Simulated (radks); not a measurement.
Numerical settings for neutral caesium, [Xe] 6s1. Calculated with a radial shooting solver on a logarithmic mesh with Libxc functionals: scalar-relativistic Kohn-Sham, PBE, spin-unpolarised, spherical densities, point nucleus. The defaults (mesh step 0.008 in ln r, mesh end at 40 bohr or more with all orbitals vanishing there, Anderson mixing 0.5 over 9 steps, residual threshold near 1e-9 with the energy settled to 1e-9 hartree or 1e-11 of itself, here a cap of 75 iterations) give E = -7786.9304 hartree and 6s at -2.086 eV in 13 iterations. Times are rough (one thread of a shared host). Changes against that run (0 stands for a change within the tolerance of the run):

setting                    iterations  converged  E (mhartree)  e(6s) (meV)  CPU (s)
mesh step in ln r 0.05             13        yes        +0.198      +0.0127     0.03
mesh step in ln r 0.003            13        yes             0            0      0.3
mesh step in ln r 0.03             13        yes      +0.00678            0     0.04
mesh end (bohr) 8                  13        yes         +32.9    +1.38e+03     0.11
mesh end (bohr) 20                 13        yes      +0.00686       +0.978     0.11
residual threshold 0.001            9        yes             0       +0.335     0.09
residual threshold 0.1              9        yes             0       +0.335      0.1
mixing 0.2                         16        yes             0            0     0.14
linear mixing, mixing 0.5          30        yes             0            0     0.22
linear mixing, mixing 0.8          35        yes             0            0     0.27
mixing history 20                  16        yes             0            0     0.14
iteration cap 3                     3         no         +11.1         -127     0.04

Settings that end as converged yet miss the energy by more than 1 mhartree: mesh end (bohr) 8 (+0.0329 hartree). A mesh that ends early acts as a hard wall.
